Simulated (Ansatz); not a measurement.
## One elementary step

Start structure (SiH5BrO2, singlet), relaxed at PBE0-D4/def2-TZVP:

```
atom    x (Å)    y (Å)    z (Å)
 Si1  -1.1211  -0.7155   0.3111
 Br2  -1.3780  -2.1694  -1.3386
  H3  -2.4605  -0.5222   0.9094
  H4  -0.1282  -1.2297   1.2700
  O5  -0.5093   0.7065  -0.2466
  H6   2.6817   1.2102   0.5584
  O7   2.4322   0.7271  -0.2315
  H8  -0.9917   1.1655  -0.9376
  H9   1.4748   0.8275  -0.2950
```

The step: SiH₃BrO ([OH][SiH2][Br]) + H₂O → SiH₄O₂ ([OH][SiH2][OH]) + HBr; bonds formed: Si1–O7, Br2–H6; bonds broken: Si1–Br2, H6–O7. Program: Ansatz 0.2.0. Basis: def2-TZVPP and def2-QZVPP. Cores are frozen in the correlated methods. Filled d shells of the heavier atoms are correlated. The def2 sets are not built for correlating such inner shells, so the correlated values are less sure here. Extrapolation: Hartree–Fock as exp(−7.88 √X), correlation as X^−2.97. Energies below are by CCSD(T) at an estimated basis limit (MP2 extrapolated from triple and quadruple zeta, plus CCSD(T) − MP2 in triple zeta).

What are the electronic barrier and the energy of the step, from the start structure to the end structure? (Judge from chemistry; the value comes from the calculation.)

Computed: Barrier 0.725 eV; step energy -0.104 eV (downhill); reverse barrier, their difference, 0.830 eV. Barrier and step energy count from the start structure, the reverse barrier from the end structure.

The saddle point: One imaginary mode of 106i cm⁻¹.
```tsv
pair	start (Å)	saddle (Å)	end (Å)
Si1–O7	3.87	1.89	1.66
Br2–H6	5.61	2.38	1.45
Si1–Br2	2.21	2.47	3.85
H6–O7	0.96	0.97	1.89
```

Zero-point energy (harmonic, PBE0-D4): ZPE is 1.533 eV at the start and 1.576 eV at the saddle, so the barrier goes from 0.725 to 0.768 eV.

T1 diagnostic: at most 0.010.

The step is the kind of ligand exchange by which a precursor binds to a hydroxyl group, or is hydrolysed, in atomic layer deposition of oxides.

Labels in which every atom is bracketed show which atoms are joined, not bond orders.

For scale, one of the runs: CCSD(T)/def2-TZVPP, 222 basis functions, launched by `ansatz run in.yaml --threads 4 --pin off --events-out ev --progress --plain --max-ram 9574MiB`. Hardware: 4 CPU threads of an Arm Neoverse V2, shared host. Wall time 2.2 min; peak host memory 3.6 GiB.
